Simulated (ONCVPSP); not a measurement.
# bismuth (Bi): one change to an ONCV potential, before and after

ONCVPSP 4.0.1 input, shortened (lines: element, Z, core and valence counts, functional; n l f; lmax; l rc ep ncon nbas qcut; lloc lpopt rc5 dvloc0; l nproj debl; icmod fcfact rcfact), LDA (Perdew-Zunger), fully relativistic:

```
  Bi 83.00   13    2        3      upf
    1    0    2.00
    2    0    2.00
    2    1    6.00
    3    0    2.00
    3    1    6.00
    3    2   10.00
    4    0    2.00
    4    1    6.00
    4    2   10.00
    4    3   14.00
    5    0    2.00
    5    1    6.00
    5    2   10.00
    6    0    2.00
    6    1    3.00
    1
    0    1.90    0.00    5    8    2.70
    1    2.00    0.00    3    6    3.80
    4    5    1.65    1.00
    0    1    3.10
    1    1    1.30
    3    3.50    1.75
```

Open shells are filled in proportion to 2j + 1.

Change: p: rc 2.28.

Cutoffs: the cutoffs (Ha) at which the residual kinetic energy of the hardest occupied pseudo-wave falls to 1 and 0.1 mHa per electron; they do not see the model core or the augmentation charge, which bear on the density cutoff. Errors are all-electron minus pseudo energies relative to the spin-unpolarised reference configuration.

**Question.** Predict the effect on cutoff, ghosts and configuration errors.

**Answer.** The potential gets neither clearly harder nor softer (21 Ha and 29 Ha → 21 Ha and 29 Ha); both files keep a bound ghost (s); the lowest positive-energy flag moves from p1/2 at 25.8 eV to p3/2 at 13.5 eV; the errors of the 4 common tests hardly move.

| quantity | base | changed |
| --- | --- | --- |
| cutoff, loose | 21 Ha | 21 Ha |
| cutoff, tight | 29 Ha | 29 Ha |
| loose cutoff by channel | s 21 Ha, p 6.9 Ha | s 21 Ha, p 6.0 Ha |
| bound ghosts | s | s |
| GHOST(+) flags under 300 eV | p1/2 at 25.8 eV | p3/2 at 13.5 eV |
| error for 6s2 6p2, meV [ΔE 8.31 eV] | -54 | -53 |
| error for 6s2 6p1, meV [ΔE 24.05 eV] | -302 | -302 |
| error for 6s2 6p0, meV [ΔE 47.98 eV] | -928 | -922 |
| error for 6s1 6p4, meV [ΔE 9.94 eV] | -17 | -17 |
| s: phases at 1.93 bohr within 0.05 rad from the reference energy up to (Ha; the scan ends near 5) | 3.0 | 3.0 |
| rms error of d²Exc/dni dnj with the model core, mHa | 1.37 | 1.50 |

 A true bound ghost makes a file unfit for plane-wave use even where its test errors are small: the radial tests pick states by their node count and pass the ghost by.
